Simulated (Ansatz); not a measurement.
CH₃B₂F, SMILES `FB1BC1` at its PBE0-D4/def2-TZVP geometry, where that method's forces vanish. Total charge 0; spin multiplicity 1.

```xyz
7

F    -0.2492   -2.0220    0.8238
B     0.2857   -0.9495    0.3119
B     0.9608    0.2675   -0.2809
C    -0.4990    0.4827   -0.0927
H     1.7825    0.9937   -0.7146
H    -1.0031    1.4111   -0.3579
H    -1.2777   -0.1835    0.3102
```

What forces (eV/Å) does r2SCAN-D4/def2-TZVPP give on these atoms in Ansatz? (Best estimate.)

Computed: 
```
F1  -0.068 -0.125  0.061
B2   0.162 -0.012 -0.025
B3   0.097  0.025 -0.028
C4  -0.104  0.063 -0.005
H5  -0.047 -0.030  0.020
H6  -0.031  0.013  0.001
H7  -0.010  0.066 -0.024
```
